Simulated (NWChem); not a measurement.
A calculation on selenium dioxide (O2Se)

SMILES: O=[Se]=O
```xyz
3

O      1.3523     0.0000     0.5852
Se     0.0000     0.0000    -0.2754
O     -1.3523     0.0000     0.5852
```
Charge 0, spin multiplicity 1.

Everything below was run with NWChem. Structure: optimised with PBE0/def2-SVP, a minimum by its harmonic frequencies.

Symmetry labels belong to the abelian group C2v used in the runs, with the axes of the coordinates shown; states degenerate in a higher group split over its labels.

The Hamiltonian is non-relativistic.

Task: List the lowest 3 singlet excitations that TDA-CAM-B3LYP/def2-SVPD gives, with oscillator strengths.

Result: 
| state | symmetry | energy (eV) | wavelength (nm) | f |
|---|---|---|---|---|
| 1 | b2 | 3.28 | 378 | 0.005 |
| 2 | a2 | 3.41 | 364 | 0.000 |
| 3 | b1 | 5.34 | 232 | 0.062 |
